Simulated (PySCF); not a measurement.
C2H8AlBO2S, SMILES CB(C)[S][Al]([OH])[OH] at its GFN2-xTB optimised geometry (Å):

```
15

B     -1.6684     2.1543    -1.7619
C     -1.1846     1.0055    -2.7418
C     -2.3139     3.4709    -2.3601
S     -1.4852     2.0159     0.0000
Al    -0.4981     0.0163     0.0000
O      1.1444     0.0163     0.0000
O     -1.4985    -1.2839     0.0780
H     -0.6608     0.1955    -2.1956
H     -2.0244     0.5471    -3.2642
H     -0.5055     1.3730    -3.5105
H     -1.5294     4.1256    -2.7402
H     -2.9726     3.2636    -3.2012
H     -2.8722     4.0437    -1.6245
H      2.0855     0.0654     0.0577
H     -2.0855    -2.0159     0.1825
```

Calculation: PBE0/def2-TZVP (PySCF).

Map of the electrostatic potential (hartree/e), clipped to [-0.08, 0.12] on the plane z = 1.0 Å:

```
|......        ........:::::|
|....           .......:::::|
|...            .......:::::|
|..              .....::::::|
|..      ...     .....::::::|
|.      :=+=:    .....::::::|
|.     :*@@@=.    ...:::::::|
|.     -@@@@#-..  ...:::::::|
|.     -%@@@#=:.. ...:::::::|
|.     :+@@@#*=-.  .::-----:|
|..    .-+%@@@%+:  .:-------|
|..    .:+@@@@@%- .:-====---|
|...   .:*@@@@@@=::-+*++=---|
|....  .:*@@@@@@+:--+**+=---|
|....   .=@@@@@@=..:=++==---|
|.....   :+@@@@%-  .-===----|
|::::....-=+#%#+:  .:------:|
|::::::--==::---.  ..::---::|
|::--=+**+-. ........:::::::|
|:---=*%%*-.  .......:::::::|
|:--=+*%%+-. .......::::::::|
|:--==+**+-:........::::::::|
|:---==++=-::......:::::::::|
|:----===--:::...:::::::::::|
|:---------:::::::::::::::::|
|::-------::::::::::::::::::|
|:::-----:::::::::::::::::::|
```
Scale: ten equal steps from -0.035 (start of ' ') to 0.120 (end of '@'), in the order ' .:-=+*#%@'; x runs from -4.50 to 4.50, y from -4.50 (bottom) to 4.50 (top).
